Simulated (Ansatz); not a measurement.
A run for Ansatz (a first-principles code): R-PBE0/def2-TZVPP on C4H9Br (SMILES CC(C)(C)Br).

Ansatz 0.2 input:
```yaml
crystal:
  periodic: [false, false, false]
  atoms:
    - {symbol: C, position_ang: [1.45690917, 0.08830601, -0.02512560]}
    - {symbol: C, position_ang: [-0.03381803, 0.01814122, -0.31004521]}
    - {symbol: C, position_ang: [-0.78231454, 1.19919099, 0.28431403]}
    - {symbol: C, position_ang: [-0.63303266, -1.30974523, 0.12128268]}
    - {symbol: Br, position_ang: [-0.25313361, 0.13563108, -2.31877564]}
    - {symbol: H, position_ang: [1.61392777, 0.02710003, 1.05615226]}
    - {symbol: H, position_ang: [1.88440301, 1.02493488, -0.38047416]}
    - {symbol: H, position_ang: [1.98931505, -0.73729763, -0.49545988]}
    - {symbol: H, position_ang: [-0.68486296, 1.16808041, 1.37385704]}
    - {symbol: H, position_ang: [-0.37406470, 2.14519013, -0.06883908]}
    - {symbol: H, position_ang: [-1.84180648, 1.16297442, 0.03438613]}
    - {symbol: H, position_ang: [-0.53196256, -1.40789504, 1.20651322]}
    - {symbol: H, position_ang: [-0.11837988, -2.14745552, -0.34741752]}
    - {symbol: H, position_ang: [-1.69117959, -1.36715576, -0.13036829]}
basis:
  gaussian:
    orbitals: def2-TZVPP
hamiltonian:
  xc: {name: PBE0}
scf: {lower_state_search: off}
```

Output:

```
WARN ansatz: RAYON_NUM_THREADS=4 ignored (pool sized by the plan → 4); use --threads N
Functional definition: PBE0
these checks for a lower state are left out or cut short: stability, starts, cluster_reference, orbital_swaps, neighbouring_geometries, increment
integrals: 0.29 GiB planned
1664 factors; their error is unknown
mean field: 2.60 GiB planned
mean field evaluation 1: about -74318.1404 eV, gradient 7.0e1 eV
mean field evaluation 2: about -74309.6738 eV, gradient 8.8e1 eV
mean field evaluation 4: about -74329.5479 eV, gradient 5.0e0 eV
mean field evaluation 8: about -74329.6029 eV, gradient 5.0e-2 eV
mean field evaluation 16: about -74330.0127 eV, gradient 7.5e-5 eV
mean field -74330.01269670 eV, -2731.5775839114 hartree, gradient 1.8e-6 eV, S^2 0.000000; 0 other end points of the search recorded, 0 dependent functions left out
reference -74330.01272930 eV, -2731.5775851095 hartree; 34, 34 occupied and 264, 264 virtual orbitals, 1664 factors
Total energy: -74330.01272930 eV, -2731.5775851095 hartree
Checks for a lower state left out: stability, starts, cluster_reference, orbital_swaps, neighbouring_geometries, increment
```

The run converged.

Cost: roughly 13 core-seconds.
